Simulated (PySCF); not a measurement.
Correlation energy of Pb⁻ (lead, charge -1)

[Xe] 4f14 5d10 6s2 6p3, high-spin 4S determinant. Calculation: PySCF 2.14, in x2c-TZVPPall with one added diffuse shell each of s, p, d, f type (12s8p7d4f, 99 functions); the spin-free X2C one-electron Hamiltonian (Gaussian nucleus). Frozen: [Kr] 4d10 4f14; 23 electrons correlated.

```
  level  correlation energy (mhartree)
   CCSD                        -471.16
    (T)                         -11.48
CCSD(T)                        -482.64
```

Diagnostics: T1 = 0.0084, D1 = 0.0399, largest double amplitude 0.032.

Q: Is a single reference adequate?

A: Yes, within this model without spin-orbit coupling: T1 lies below 0.03 and no double amplitude reaches 0.07.

This basis was not built for core-valence correlation, so the inner-shell part is incomplete.

Spin-orbit coupling is strong in this species, so the high-spin LS determinant is a model state.
